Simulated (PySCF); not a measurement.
Below is a simulated gas-phase Si 2p photoelectron spectrum of `FC(F)[SiH]1C[SiH2]C1`.

Every computed line was given a Gaussian of 0.7 eV full width at half maximum and an area set by the number of equivalent atoms (split 2:1 within a doublet); the highest printed point is 100. Computed with delta-SCF UKS SCAN, pcX-2 on the ionised atom, pcseg-1 elsewhere, spin-free X2C (PySCF 2.14.0).

(binding energy (eV), intensity): (105.6, 0), (105.7, 1), (105.8, 2), (105.9, 5), (106.0, 11), (106.1, 22), (106.2, 36), (106.3, 55), (106.4, 74), (106.5, 90), (106.6, 99), (106.7, 100), (106.8, 94), (106.9, 85), (107.0, 75), (107.1, 68), (107.2, 61), (107.3, 53), (107.4, 44), (107.5, 33), (107.6, 23), (107.7, 14), (107.8, 8), (107.9, 4), (108.0, 2), (108.1, 1), (108.2, 0), (108.3, 0)

Problem. How many maxima does the curve show, and how many computed lines lie under it?

Solution. The curve has 1 maximum (at 106.7 eV). Under it lie 4 lines from 2 inequivalent silicon sites, each drawn as a 2p3/2, 2p1/2 pair. At this width some lines have no maximum of their own.

Problem. Decompose the envelope and assign each component. Numbering: `[F:1][CH:2]([F:3])[SiH:4]1[CH2:5][SiH2:6][CH2:7]1`.

Solution. 
| position (eV) | relative area | line | atoms | environment |
| --- | --- | --- | --- | --- |
| 106.59 | 0.67 | Si 2p3/2 | Si6 | SiH2 silicon |
| 106.64 | 0.67 | Si 2p3/2 | Si4 | SiH silicon |
| 107.21 | 0.33 | Si 2p1/2 | Si6 | SiH2 silicon |
| 107.26 | 0.33 | Si 2p1/2 | Si4 | SiH silicon |

Problem. What are the centre and the root-mean-square width of the whole band?

Solution. The area-weighted mean of the lines is 106.82 eV. Their own spread about it is 0.30 eV (rms) and each Gaussian has σ = 0.7/2.355 = 0.30 eV; the variances add, which gives 0.42 eV.

The 2 Si 2p3/2 values lie within 0.05 eV of each other.

No satellites, vibrations or lifetime broadening are included. Spin–orbit coupling isn't in the SCF: each 2p doublet comes from a relaxed spin-free hole plus a matrix of the shell (mean-field spin–orbit coupling and the ground-state 2p splitting), with 2p3/2 averaged over its two sublevels. 2p1/2 minus 2p3/2 (ligand field included): Si 0.62 eV. The structure is a single PBE0-D3(BJ)/def2-SVP conformer in the gas phase; no vibrational or solvent corrections.

Shape of the structure used: `[F:1][CH:2]([F:3])[SiH:4]1[CH2:5][SiH2:6][CH2:7]1`: F1–C2–Si4–C5 53°.
